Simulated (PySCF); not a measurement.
Stepwise substitution at one centre (Al OH-SiH3). Isolated molecules, 0 K electronic values unless said otherwise. One relaxed conformer stands for each flexible species; it need not be the lowest. Strings in code marks are SMILES.

These are PBE-D3(BJ)/def2-TZVP // B3LYP-D3(BJ)/def2-TZVP in PySCF values and carry that method's errors. All candidates: neutral, multiplicity 1. Excitations are Tamm–Dancoff values on a coarser integration grid. The basis has no diffuse functions, so Rydberg states are missing or too high.

```json
{
 "HOMO": "-6.93 eV",
 "S1 excitation (TDA)": "6.03 eV",
 "LUMO": "-1.45 eV"
}
```

Question: Say which member has these values.
(A) `[OH][Al]([OH])[SiH3]` (H–O–Al–Si torsion 180°, Si–Al–O–H torsion -180°)
(B) `[SiH3][Al]([SiH3])[SiH3]`
(C) `[OH][Al]([SiH3])[SiH3]` (H–O–Al–Si torsion 180°)
(D) `[OH][Al]([OH])[OH]`

Answer: A, `[OH][Al]([OH])[SiH3]` (H–O–Al–Si torsion 180°, Si–Al–O–H torsion -180°). The others give `[OH][Al]([OH])[OH]`: -7.28 eV, 6.05 eV, -1.31 eV; `[SiH3][Al]([SiH3])[SiH3]`: -6.31 eV, 3.14 eV, -3.35 eV; `[OH][Al]([SiH3])[SiH3]` (H–O–Al–Si torsion 180°): -6.09 eV, 3.76 eV, -2.57 eV
